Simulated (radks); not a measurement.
Question: These are the eigenvalues of the occupied orbitals of an atom or ion with whole-number occupations (eV). Calculated with a radial shooting solver on a logarithmic mesh with Libxc functionals: Dirac Kohn-Sham, LDA (Slater exchange, Perdew-Wang correlation), spin-unpolarised, spherical densities, finite nucleus; Fermi nuclear charge, rms radius of each element as measured or else 0.836 A^(1/3) + 0.57 fm.

orbital  eigenvalue
1s1/2     -81380.03
2s1/2     -16829.23
2p1/2     -16287.02
2p3/2     -14546.75
3s1/2     -6070.504
3p1/2     -5840.457
3p3/2     -5425.423
3d3/2     -5063.140
3d5/2     -4970.714
4d3/2     -2655.556

Which element is it, and in what charge state? The configuration may be excited. Open shells, if any, fill j = l - 1/2 first.

Answer: Z = 78, platinum, charge +52: Pt52+ in [Ar] 3d7 4d1. The list shows which subshells hold electrons but not how many an open one holds; the 1s level, -2990.7 hartree, gives Z - s = 77.3 by -(Z - s)^2/2, which with screening and relativity narrows Z to a few neighbours, and the depths of the outer levels then fix element, charge and occupations together.
